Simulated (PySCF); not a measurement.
A geometry optimisation on `C#CCc1cccc(F)c1F`.

Method: PBE0-D3(BJ)/def2-SVP geometry optimisation, gas phase (PySCF 2.14.0). Start geometry: GFN2-xTB. A driver script takes a list of jobs; this job's settings line and coordinates (Å) are shown.

Command:
```bash
OMP_NUM_THREADS=1 python probes_run.py task.json out
```

Input:
```
{"job": {"xc": "PBE0", "basis": "def2-SVP", "d3": "d3bj", "grid": 1, "shake": 0.01, "kind": "geom"}, "charge": 0, "multiplicity": 1}
C     -3.121950    -1.082050     1.223630
C     -2.507720    -0.493210     0.381610
C     -1.740310     0.198260    -0.631800
C     -0.209310     0.164690    -0.332200
C      0.354920    -0.941970     0.264800
C      1.714730    -0.954790     0.518370
C      2.525160     0.113080     0.166960
C      1.945460     1.217550    -0.442290
F      2.688690     2.269400    -0.768810
C      0.561530     1.234260    -0.673910
F      0.005950     2.314890    -1.265150
H     -3.706860    -1.547330     1.956100
H     -1.929550    -0.262430    -1.605330
H     -2.075370     1.241050    -0.685310
H     -0.265970    -1.783610     0.557870
H      2.164150    -1.807420     0.998960
H      3.579940     0.131450     0.346670
```

Output:
```
step   0  E = -545.17892691  max force = 0.051701
step   1  E = -545.17882599  max force = 0.010722
step   2  E = -545.18014025  max force = 0.009632
step   3  E = -545.18331172  max force = 0.010067
step   4  E = -545.18369742  max force = 0.007099
step   5  E = -545.18398729  max force = 0.003276
step   6  E = -545.18410290  max force = 0.002617
step   7  E = -545.18421682  max force = 0.001499
step   8  E = -545.18430297  max force = 0.001310
step   9  E = -545.18444081  max force = 0.001098
step  10  E = -545.18479398  max force = 0.002768
step  11  E = -545.18486122  max force = 0.001577
step  12  E = -545.18490224  max force = 0.001237
step  13  E = -545.18495105  max force = 0.000294
step  14  E = -545.18495189  max force = 0.000136
optimisation converged
```

Energies in Eh; «max force» is the largest Cartesian gradient component in Eh/bohr.

Give the first gradient maximum in eV/Å.

With 1 Eh/bohr = 51.422 eV/Å, 2.659 eV/Å.

How much energy does the optimisation release, in kcal/mol?

E(step 0) − E(last step) = 0.006025 Eh, which is 3.8 kcal/mol.

Main results: final energy -545.18495 Eh after 14 steps; dipole 1.83 D.

Time: 4.0 min wall; peak memory 0.88 GiB. Hardware: an Intel Xeon Platinum 8488C with one thread, on a shared host.
Labels such as C1 count atoms from 1, the log's own numbers from 0.
